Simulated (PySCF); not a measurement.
A structure optimised at B3LYP-D3(BJ)/def2-SVP, used in a PySCF frequency run:

```
W
O 1 1.7233
O 1 1.7233 2 114.31
N 1 1.9583 2 107.70 3 119.64
H 4 1.0176 1 124.37 2 -148.98
H 4 1.0176 5 111.04 1 -174.88
N 1 1.9583 2 107.70 3 -119.64
H 7 1.0176 1 124.37 2 -25.23
H 7 1.0176 8 111.04 1 -174.88
```

Problem. Write its SMILES, formula and point group.

Solution. [NH2][W]([NH2])(=[O])=[O], H₄N₂O₂W, C2v

Problem. What are its rotational constants (standard atomic weights)?

Solution. 3.6304, 3.1372, 3.1252 GHz
